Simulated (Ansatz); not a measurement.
Born–Oppenheimer molecular dynamics of ClF3H3NZr (9 atoms, charge 0, multiplicity 1). It starts at the highest image of a converged band, a first-order saddle point between two minima.

All numbers below come from RKS r2SCAN/def2-SVP in Ansatz.

```yaml
ensemble: NVE (velocity Verlet)
time_step: 0.5 fs
steps_asked: 200
starting_velocities_drawn_for: 300 K
seed: 10955
```

Frames 5 fs apart, positions in Å.

Velocities at 15 fs (Å/ps):

```
Zr 0.97 1.15 1.20
N 0.09 -1.74 -1.91
H -15.30 10.49 -5.43
H -12.70 -19.10 -5.45
F 0.67 -0.37 -1.81
F 2.18 -0.16 -4.09
F -3.98 2.26 2.84
Cl -1.32 -3.13 -0.42
H 6.73 6.56 1.46
```

```xyz
9
Properties=species:S:1:pos:R:3 time_fs=15 energy_less_start_eV=0.121 T=167
Zr -0.608 -0.004 0.040
N -0.184 0.033 2.324
H -0.379 -0.912 2.659
H 0.761 0.305 2.564
F 1.374 -0.203 0.226
F -0.548 1.386 -1.198
F -0.982 -1.683 -0.779
Cl -2.848 0.286 0.962
H -0.862 0.589 2.872
9
Properties=species:S:1:pos:R:3 time_fs=20 energy_less_start_eV=0.101 T=189
Zr -0.602 0.000 0.046
N -0.195 0.028 2.317
H -0.421 -0.923 2.651
H 0.801 0.212 2.567
F 1.370 -0.204 0.217
F -0.538 1.390 -1.222
F -1.001 -1.671 -0.765
Cl -2.854 0.271 0.960
H -0.802 0.635 2.855
9
Properties=species:S:1:pos:R:3 time_fs=25 energy_less_start_eV=0.112 T=176
Zr -0.594 0.002 0.051
N -0.201 0.020 2.319
H -0.435 -0.913 2.653
H 0.775 0.107 2.548
F 1.353 -0.205 0.208
F -0.528 1.400 -1.249
F -1.018 -1.659 -0.750
Cl -2.859 0.256 0.959
H -0.753 0.711 2.856
9
Properties=species:S:1:pos:R:3 time_fs=30 energy_less_start_eV=0.120 T=168
Zr -0.586 0.005 0.054
N -0.205 0.013 2.328
H -0.529 -0.900 2.698
H 0.823 0.062 2.524
F 1.330 -0.205 0.201
F -0.520 1.411 -1.272
F -1.033 -1.650 -0.736
Cl -2.862 0.243 0.957
H -0.693 0.721 2.860
9
Properties=species:S:1:pos:R:3 time_fs=35 energy_less_start_eV=0.165 T=118
Zr -0.579 0.009 0.053
N -0.200 -0.001 2.345
H -0.622 -0.835 2.744
H 0.787 0.032 2.503
F 1.308 -0.207 0.195
F -0.513 1.416 -1.288
F -1.045 -1.645 -0.723
Cl -2.864 0.231 0.955
H -0.655 0.750 2.895
9
Properties=species:S:1:pos:R:3 time_fs=40 energy_less_start_eV=0.162 T=122
Zr -0.577 0.015 0.049
N -0.203 -0.006 2.367
H -0.663 -0.829 2.796
H 0.830 -0.047 2.547
F 1.296 -0.210 0.192
F -0.507 1.415 -1.294
F -1.053 -1.644 -0.712
Cl -2.863 0.221 0.954
H -0.585 0.786 2.878
9
Properties=species:S:1:pos:R:3 time_fs=45 energy_less_start_eV=0.152 T=133
Zr -0.578 0.023 0.042
N -0.200 -0.012 2.394
H -0.661 -0.803 2.826
H 0.770 -0.145 2.608
F 1.298 -0.216 0.192
F -0.503 1.407 -1.292
F -1.059 -1.647 -0.703
Cl -2.861 0.213 0.954
H -0.526 0.843 2.865
9
Properties=species:S:1:pos:R:3 time_fs=50 energy_less_start_eV=0.126 T=161
Zr -0.584 0.031 0.033
N -0.195 -0.016 2.418
H -0.750 -0.767 2.871
H 0.804 -0.205 2.670
F 1.312 -0.223 0.195
F -0.500 1.397 -1.284
F -1.060 -1.653 -0.697
Cl -2.856 0.206 0.953
H -0.477 0.856 2.872
9
Properties=species:S:1:pos:R:3 time_fs=55 energy_less_start_eV=0.152 T=132
Zr -0.592 0.037 0.025
N -0.185 -0.025 2.443
H -0.836 -0.668 2.878
H 0.765 -0.224 2.695
F 1.330 -0.231 0.199
F -0.499 1.389 -1.275
F -1.057 -1.659 -0.693
Cl -2.850 0.202 0.954
H -0.433 0.855 2.904
9
Properties=species:S:1:pos:R:3 time_fs=60 energy_less_start_eV=0.177 T=105
Zr -0.600 0.041 0.019
N -0.184 -0.023 2.462
H -0.895 -0.650 2.885
H 0.781 -0.305 2.736
F 1.344 -0.238 0.205
F -0.499 1.390 -1.272
F -1.050 -1.665 -0.690
Cl -2.842 0.200 0.954
H -0.366 0.885 2.920
9
Properties=species:S:1:pos:R:3 time_fs=65 energy_less_start_eV=0.186 T=95
Zr -0.606 0.040 0.015
N -0.186 -0.016 2.478
H -0.879 -0.635 2.876
H 0.708 -0.403 2.746
F 1.348 -0.244 0.211
F -0.501 1.399 -1.276
F -1.039 -1.669 -0.690
Cl -2.834 0.201 0.956
H -0.285 0.891 2.916
9
Properties=species:S:1:pos:R:3 time_fs=70 energy_less_start_eV=0.163 T=120
Zr -0.609 0.036 0.015
N -0.190 -0.012 2.481
H -0.936 -0.599 2.901
H 0.704 -0.473 2.726
F 1.339 -0.246 0.216
F -0.504 1.416 -1.285
F -1.024 -1.671 -0.691
Cl -2.825 0.204 0.958
H -0.217 0.912 2.961
```

Of the whole run (100 fs, mean temperature of the second half 143 K): The conserved energy stayed within 0.092 meV per atom of its start (net change 0.076 meV per atom), so the integration is sound. A run of 0.1 ps of so small a system gives no equilibrium averages. The orbitals stay closed-shell, which can raise the energy where a bond breaks towards radicals; this wasn't checked here.

The run took 4.1 min on 4 threads of AMD EPYC 9R45 96-Core Processor (Zen 5) (shared host), peak memory 0.23 GiB.
